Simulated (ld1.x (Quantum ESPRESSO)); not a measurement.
**Building the PAW potential for platinum (LDA (PZ), scalar-relativistic).**

ld1.x (Quantum ESPRESSO) 7.5 input, shortened:

```
&input
   title='Pt', zed=78., rel=1, dft='PZ', iswitch=3,
   config='[Xe] 4f14 5d9 6s0.75 6p0.25'
 /
 &inputp
   pseudotype=3, lpaw=.true., tm=.true., lloc=-1, rcloc=1.80,
   nlcc=.true., new_core_ps=.true., rcore=0.80,
   which_augfun='BESSEL', rmatch_augfun=0.90
 /
6
5S  1  0   2.00   0.00  1.20  1.25  0.0
6S  2  0   0.75   0.00  1.20  1.25  0.0
5P  2  1   6.00   0.00  1.45  1.55  0.0
6P  3  1   0.25   0.00  1.45  1.55  0.0
5D  3  2   9.00   0.00  1.75  2.05  0.0
5D  3  2   0.00   3.70  1.75  2.05  0.0
 &test
   configts(1)='5s2 5p6 5d9 6s0.75 6p0.25'
 /
```

All-electron outer shells of the reference configuration (LDA (PZ), scalar-relativistic, ld1.x):

| shell | level (eV) | outermost node (bohr) | outermost maximum (bohr) |
| --- | --- | --- | --- |
| 4d | -307.33 | 0.20 | 0.42 |
| 5s | -102.75 | 0.49 | 0.87 |
| 4f | -71.05 | – | 0.38 |
| 5p | -56.84 | 0.53 | 0.98 |
| 5d | -6.90 | 0.57 | 1.26 |
| 6s | -6.38 | 1.14 | 2.35 |
| 6p | -1.30 | 1.36 | 3.55 |

Calculated quality:

```json
{"Cutoffs needed": "40 Ry and 70 Ry (the cutoffs (Ry, on a coarse ladder) from which the occupation-weighted sum of valence levels, in a spherical-Bessel basis at the reference potential, stays within 10 and 1 mRy of its value at 400 Ry)", "Ghost test": "no extra level below or beside the all-electron valence levels (s, p, d, f tested) (spherical-Bessel basis up to 400 Ry, 20 bohr box)", "Configuration tests": "test run stopped at test 4 of 9 (negative rho)", "Lowest eigenvalue of the overlap operator": "0.20 (p channel)"}
```

Generation and tests took about 2.3 s on one core of a shared server CPU.
